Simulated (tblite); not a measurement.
A geometry optimisation, step by step.

C5H3FN2Se.
Bonds: C1–C2, C2–N3 (aromatic), N3–Se4 (aromatic), Se4–C5 (aromatic), C5–C6, C6–N7 (triple), C5–C8 (aromatic), C8–F9, C2–C8 (aromatic). Hydrogens: H10, H11, H12 on C1.

Computed with GFN2-xTB (tblite), gas phase: L-BFGS steps from a force-field or distance-geometry start until the largest atomic force falls under 0.01 eV/Å. 7 of its 79 geometries are shown.

Step 0: E = -704.9101 eV, largest atomic force 4.522 eV/Å
```
atom  x, y, z in Å  |  force x, y, z in eV/Å
C1     -2.010   -0.397   -0.352    0.478  -0.287  -0.806
C2     -0.498   -0.270   -0.585   -3.276  -1.456  -2.251
N3     -0.009   -0.650   -1.749    1.757   0.908   1.471
Se4     1.843   -0.356   -1.663   -0.929   0.157   0.961
C5      1.636    0.291    0.205    2.141   0.156  -0.542
C6      2.627    0.776    1.149    1.786   0.622   1.129
N7      3.452    1.165    1.906   -3.176  -1.469  -2.864
C8      0.304    0.192    0.396    0.362   1.483   4.001
F9     -0.223    0.573    1.639    0.375  -0.454  -1.435
H10    -2.491   -0.304   -1.343    0.096  -0.070   0.551
H11    -2.380    0.381    0.318    0.183  -0.213  -0.079
H12    -2.251   -1.400    0.051    0.203   0.623  -0.137
```

Step 13: E = -705.5930 eV, largest atomic force 0.135 eV/Å
```
atom  x, y, z in Å  |  force x, y, z in eV/Å
C1     -2.003   -0.408   -0.397   -0.019  -0.002  -0.022
C2     -0.533   -0.271   -0.563   -0.021   0.022   0.094
N3      0.090   -0.591   -1.666   -0.108   0.027   0.077
Se4     1.833   -0.329   -1.568    0.111   0.026   0.036
C5      1.623    0.282    0.185    0.025   0.013   0.005
C6      2.619    0.738    1.052   -0.028  -0.042  -0.055
N7      3.397    1.119    1.802    0.110   0.021   0.004
C8      0.282    0.217    0.492    0.095   0.012  -0.001
F9     -0.212    0.589    1.676   -0.070  -0.034  -0.070
H10    -2.504   -0.323   -1.355   -0.010  -0.015  -0.038
H11    -2.358    0.362    0.286   -0.063  -0.045  -0.029
H12    -2.232   -1.385    0.030   -0.022   0.017  -0.002
```

Step 26: E = -705.6071 eV, largest atomic force 0.030 eV/Å
```
atom  x, y, z in Å  |  force x, y, z in eV/Å
C1     -2.018   -0.416   -0.414    0.006   0.000  -0.003
C2     -0.544   -0.253   -0.532    0.008  -0.005  -0.003
N3      0.084   -0.565   -1.634    0.021   0.000   0.003
Se4     1.832   -0.312   -1.529   -0.025   0.000  -0.017
C5      1.614    0.290    0.226   -0.003   0.012   0.000
C6      2.652    0.733    1.048    0.004   0.003   0.010
N7      3.505    1.101    1.721   -0.002  -0.009  -0.004
C8      0.271    0.229    0.527   -0.007  -0.003   0.007
F9     -0.242    0.593    1.705   -0.003   0.000   0.006
H10    -2.475   -0.353   -1.397   -0.003  -0.010  -0.004
H11    -2.433    0.346    0.242    0.008   0.009  -0.002
H12    -2.244   -1.394    0.010   -0.004   0.002   0.007
```

Step 39: E = -705.6077 eV, largest atomic force 0.041 eV/Å
```
atom  x, y, z in Å  |  force x, y, z in eV/Å
C1     -2.018   -0.418   -0.414    0.009   0.005  -0.003
C2     -0.543   -0.256   -0.532    0.000   0.008   0.006
N3      0.087   -0.563   -1.635   -0.038   0.006  -0.014
Se4     1.829   -0.294   -1.534    0.024  -0.002   0.007
C5      1.611    0.300    0.225    0.002   0.002  -0.016
C6      2.652    0.734    1.049   -0.010  -0.011   0.010
N7      3.510    1.085    1.724   -0.006   0.003  -0.008
C8      0.269    0.229    0.528    0.013  -0.009   0.007
F9     -0.244    0.584    1.708   -0.008   0.001   0.003
H10    -2.475   -0.378   -1.399    0.014  -0.007   0.007
H11    -2.429    0.363    0.223   -0.005  -0.027  -0.009
H12    -2.247   -1.386    0.033    0.005   0.030   0.010
```

Step 52: E = -705.6123 eV, largest atomic force 0.023 eV/Å
```
atom  x, y, z in Å  |  force x, y, z in eV/Å
C1     -2.015   -0.421   -0.414    0.005  -0.007   0.007
C2     -0.547   -0.226   -0.548    0.002   0.001   0.008
N3      0.073   -0.465   -1.672   -0.012  -0.008   0.002
Se4     1.816   -0.187   -1.571    0.006   0.011  -0.004
C5      1.608    0.311    0.219    0.008  -0.009  -0.005
C6      2.653    0.697    1.061   -0.010  -0.004  -0.001
N7      3.514    1.007    1.752    0.005   0.009   0.002
C8      0.270    0.211    0.529    0.009   0.001   0.005
F9     -0.239    0.496    1.730    0.003  -0.003   0.008
H10    -2.449   -0.626   -1.388   -0.002   0.009   0.007
H11    -2.473    0.465    0.023   -0.002   0.004  -0.023
H12    -2.211   -1.261    0.252   -0.014  -0.006  -0.004
```

Step 65: E = -705.6132 eV, largest atomic force 0.016 eV/Å
```
atom  x, y, z in Å  |  force x, y, z in eV/Å
C1     -2.016   -0.424   -0.414    0.005  -0.001   0.001
C2     -0.548   -0.220   -0.545    0.001  -0.006   0.002
N3      0.064   -0.426   -1.679    0.005   0.003   0.002
Se4     1.806   -0.132   -1.587   -0.003  -0.009  -0.002
C5      1.609    0.314    0.218   -0.006   0.008   0.002
C6      2.657    0.685    1.063   -0.006  -0.008  -0.009
N7      3.520    0.982    1.757    0.007   0.013   0.005
C8      0.274    0.197    0.536   -0.002  -0.001   0.000
F9     -0.226    0.449    1.748   -0.001  -0.012   0.001
H10    -2.429   -0.728   -1.371    0.000   0.004  -0.006
H11    -2.493    0.497   -0.084   -0.002   0.010   0.000
H12    -2.218   -1.192    0.331    0.002   0.000   0.004
```

Step 78: E = -705.6134 eV, largest atomic force 0.010 eV/Å
```
atom  x, y, z in Å  |  force x, y, z in eV/Å
C1     -2.016   -0.420   -0.415   -0.003   0.002   0.002
C2     -0.547   -0.225   -0.544    0.001  -0.005   0.000
N3      0.065   -0.426   -1.680   -0.006   0.006  -0.005
Se4     1.806   -0.130   -1.587    0.001   0.000   0.005
C5      1.610    0.309    0.219    0.003  -0.002  -0.003
C6      2.656    0.688    1.062    0.006   0.000   0.005
N7      3.517    0.998    1.754   -0.004   0.000  -0.005
C8      0.276    0.184    0.539    0.000   0.002   0.000
F9     -0.222    0.421    1.754   -0.004   0.002   0.001
H10    -2.429   -0.732   -1.370    0.003   0.001   0.005
H11    -2.489    0.508   -0.098    0.005  -0.001  -0.004
H12    -2.225   -1.177    0.340   -0.002  -0.003  -0.002
```

Task: Summarise the path.

Result: The energy falls by 16.22 kcal/mol from step 0 to step 78; nine tenths of that is first reached at step 5. It rises by more than 0.2 meV at step 47. The largest force goes from 4.522 to 0.010 eV/Å. Among the bonds Se4–C5 changes most, from 1.987 to 1.869 Å; the atoms move by 0.255 Å rms after alignment.

Task: Follow the three bonds and two angles with the largest change from start to end.

Result: 
```
step  E above end (kcal/mol)  largest force (eV/Å)  Se4–C5 (Å)  N3–Se4 (Å)  C2–C8 (Å)  C2–N3–Se4 (°)  C2–C8–C5 (°)
   0                   16.22                 4.522       1.987       1.876      1.349          106.3         120.6
   3                    3.97                 2.054       1.936       1.801      1.434          110.9         118.3
   7                    0.80                 0.328       1.863       1.764      1.414          112.8         115.5
  10                    0.59                 0.135       1.869       1.776      1.419          112.8         114.4
  14                    0.43                 0.136       1.866       1.765      1.418          112.7         114.2
  17                    0.29                 0.188       1.865       1.775      1.418          112.8         114.4
  20                    0.16                 0.071       1.870       1.768      1.421          113.2         114.2
  24                    0.15                 0.017       1.868       1.768      1.420          113.0         114.2
  27                    0.14                 0.030       1.868       1.769      1.420          113.0         114.2
  31                    0.14                 0.020       1.869       1.767      1.420          113.0         114.2
  34                    0.14                 0.017       1.869       1.768      1.420          112.9         114.2
  37                    0.14                 0.019       1.868       1.768      1.420          113.0         114.2
  41                    0.12                 0.071       1.870       1.765      1.421          113.1         114.2
  44                    0.09                 0.079       1.868       1.771      1.422          113.0         114.3
  47                    0.11                 0.266       1.868       1.773      1.422          112.8         114.4
  51                    0.03                 0.032       1.869       1.768      1.421          113.0         114.2
  54                    0.02                 0.022       1.869       1.769      1.420          112.9         114.2
  58                    0.01                 0.028       1.869       1.769      1.421          112.9         114.2
  61                    0.01                 0.025       1.869       1.768      1.420          113.0         114.2
  64                    0.01                 0.014       1.869       1.769      1.421          113.0         114.2
  68                    0.00                 0.016       1.869       1.769      1.421          113.0         114.2
  71                    0.00                 0.012       1.869       1.769      1.420          113.0         114.2
  75                    0.00                 0.012       1.869       1.769      1.421          112.9         114.2
  78                    0.00                 0.010       1.869       1.769      1.420          113.0         114.2
```

The cost below is that of the whole relaxation. Time: 0.77 s wall. Hardware: Arm Neoverse N1, one thread, no GPU, on a shared host.
